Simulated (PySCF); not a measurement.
C2H7ClS2Si. Atoms are numbered in the order given.

```xyz
13

Si     0.0026     0.4450     0.2026
Cl     0.5914     0.4368     2.2009
S      1.1656    -0.8854    -1.0081
C      2.6941     0.1243    -1.1852
S     -2.0283    -0.2180     0.1669
C     -2.3784     0.0387    -1.6237
H      0.1976     1.8476    -0.3050
H      3.3584    -0.4275    -1.8762
H      3.2028     0.2388    -0.2090
H      2.4731     1.1204    -1.6157
H     -2.3743     1.1153    -1.8823
H     -1.6491    -0.5050    -2.2536
H     -3.3911    -0.3701    -1.7994
```

The structure is a stationary point at PBE-D3(BJ)/def2-SVP. One conformer was computed; it need not be the lowest.

Calculation: HF/pcSseg-1 in PySCF.

GIAO shieldings, no solvent; atoms listed in one row are averaged. δ = σ(ref) − σ: ²⁹Si against TMS (σ = 393.8 ppm); ³⁵Cl against HCl (σ = 958.2 ppm); ³³S against H2S (σ = 725.2 ppm); ¹³C against TMS (σ = 192.6 ppm); ¹H against TMS (σ = 31.99 ppm), references at their B3LYP-D3(BJ)/def2-TZVP geometries, non-relativistic (without spin–orbit terms, shifts of atoms bonded to Cl or Br come out too high).

**Question.** Estimate the chemical shifts. (The exact figures need the calculation; the answer reports its results.)

**Answer.** 
| nucleus | atoms | count | δ (ppm) |
|---|---|---|---|
| ²⁹Si | Si1 | 1 | 32.8 |
| ³⁵Cl | Cl2 | 1 | 7.7 |
| ³³S | S3 | 1 | 38.9 |
| ³³S | S5 | 1 | 19.4 |
| ¹³C | C4, C6 | 2 | 16.1 |
| ¹H | H7 | 1 | 5.75 |
| ¹H | H8, H9, H10, H11, H12, H13 | 6 | 2.55 |
